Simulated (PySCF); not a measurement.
Vertical excitations of a molecule C₃H₄BFO from PySCF with TDA-LC-ωPBE/def2-SVPD, as energy in eV (oscillator strength): 5.43 (0.000), 6.66 (0.000), 7.22 (0.438), 7.97 (0.093), 8.08 (0.023), 8.21 (0.999), 8.42 (0.001), 8.96 (0.050), 9.04 (0.013), 9.63 (0.013). Lowest triplet (TDA): 4.15 eV. Geometry: B3LYP-D3(BJ)/def2-SVP. One conformer was computed; it need not be the lowest.

Which structure fits?
A. CC1=COB1F
B. C=C=CB(O)F
C. OB1C=C(F)C1
D. C#CCB(O)F

B, C=C=CB(O)F
